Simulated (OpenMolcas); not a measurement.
## neutral sulfur: the spin-orbit constant, worked from levels

- Program: OpenMolcas 26.06
- Basis: ANO-R1 [4s3p1d]
- Scalar Hamiltonian: X2C, finite nucleus
- Active space: 6 electrons in 8 orbitals (3s 3p 4s 4p)
- State averaging: 2S+1 = 3 even, 3 roots; 2S+1 = 1 even, 6 roots; 2S+1 = 3 odd, 1 root
- Spin-orbit coupling: RASSI with atomic mean-field integrals over the reference wave functions, term energies averaged over their components

Methods: CASSCF; SS-CASPT2, IPEA 0.25 Eh, imaginary shift 0.1 Eh (closed shells correlated: 2s 2p). Measured levels: NIST Handbook of Basic Atomic Spectroscopic Data.

**The spin-orbit constant.** For the Hund term ³P of p4, E(J) = (A/2) J(J+1) + constant and ζ = -2S·A = -2A. From J = 0 to J = 2 the energy changes by 3 A.

```tsv
Source	E(2) - E(0)	A	ζ
CASSCF	-477.8	-159.3	319
SS-CASPT2	-479.2	-159.7	319
measured	-573.6	-191.2	382
```

All in cm-1. SS-CASPT2 is off by -16.5 % and CASSCF by -16.7 %. Both methods take the spin-orbit matrix elements from the reference wave functions, so the second can move ζ only through the term energies and any multistate remixing. Second-order mixing with other terms is absorbed into this ζ.

The run also gave levels led by 3s² 3p³ 4s, which use shells meant for correlation; these and all levels above them are left out. Without dynamic correlation excited terms often stand tens of per cent too high (terms of higher spin than the ground term too low), and those without a measured partner can miss by more than the paired ones (holds for CASSCF). Measured partners are found by configuration, term and J. A level has none where our copy of the source lacks it or the pairing is in doubt (some pairs that miss far off the trend of their configuration count as doubtful), and it then counts in no deviation. Levels of configurations outside the active space are missing.
